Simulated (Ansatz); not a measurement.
F2H3NOSn, SMILES [NH2][Sn]([OH])([F])[F]. Atoms are numbered in the order given.

```xyz
8

N      1.9716     0.1847    -0.3467
Sn     0.0178    -0.0013     0.0305
O     -0.9644     1.6549    -0.3122
F     -0.2652    -0.6490     1.8232
F     -0.8338    -1.3629    -1.0273
H      2.2276     1.1509    -0.5448
H      2.5441    -0.1556     0.4242
H     -1.8907     1.4841    -0.5260
```
Charge 0, spin multiplicity 1.

The structure is a stationary point at PBE0-D3(BJ)/def2-SVP. The structure was generated by enumeration; whether it is a known compound was not checked. The def2 effective core potentials stand for the cores of Sn; spin–orbit coupling is left out. One conformer was computed; it need not be the lowest.

Two levels are set side by side: PBE-D3(BJ)/def2-SVP (Ansatz, a quantum-chemistry and plane-wave program) and PBE0-D3(BJ)/def2-SVP (Ansatz). Each level has its own optimised geometry; the coordinates shown are those of the second. Differences are taken from unrounded values.

```
quantity              PBE0-D3(BJ)  PBE-D3(BJ)  PBE-D3(BJ) minus PBE0-D3(BJ)
--------------------  -----------  ----------  ----------------------------
mean bond length (Å)        1.544       1.567                         0.023
bond N1–Sn2 (Å)             1.999       2.038                         0.040
bond Sn2–O3 (Å)             1.956       1.985                         0.029
bond Sn2–F4 (Å)             1.927       1.957                         0.030
bond Sn2–F5 (Å)             1.923       1.947                         0.024
bond N1–H6 (Å)              1.019       1.032                         0.013
bond N1–H7 (Å)              1.019       1.031                         0.012
bond O3–H8 (Å)              0.966       0.978                         0.012
```

Exact exchange shortens and stiffens bonds; PBE has none. Differences between two approximate levels are no errors against the true value.
